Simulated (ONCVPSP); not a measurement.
**How hard is this chlorine ONCV potential?**

- Element: Cl
- Generator: ONCVPSP 4.0.1
- Type: optimised norm-conserving Vanderbilt (ONCV)
- Functional: PBE
- Relativity: scalar-relativistic
- Frozen core: [He]
- Valence charge: 15
- Reference configuration: 2s2 2p6 3s2 3p5
- Partial waves: 2s+3s: rc 0.85 bohr, ncon 3, nbas 7, qcut 16.9 1/bohr, 2 projectors; 2p+3p: rc 0.60 bohr, ncon 5, nbas 9, qcut 26.3 1/bohr, 2 projectors
- Local potential: polynomial inside 0.60 bohr (lpopt 5, dvloc0 0 Ha)
- Core correction: none

For each optimised wave give the share of its norm inside rc, the residual kinetic energy above qcut (Ha) and the cutoffs (Ha) for errors of 10, 1, 0.1 and 0.01 mHa per electron.

```tsv
wave	norm inside rc	residual KE	10 mHa	1 mHa	0.1 mHa	0.01 mHa
2s	0.967	3.7e-08	38.7	48.9	90.1	109.7
3s	0.088	1.3e-07	31.9	44.7	95.6	115.8
2p	0.844	1.8e-06	219.1	263.2	297.9	325.0
3p	0.032	8.7e-07	169.9	227.3	274.4	313.2
```

The occupied waves need 263 Ha and 298 Ha for 1 and 0.1 mHa.
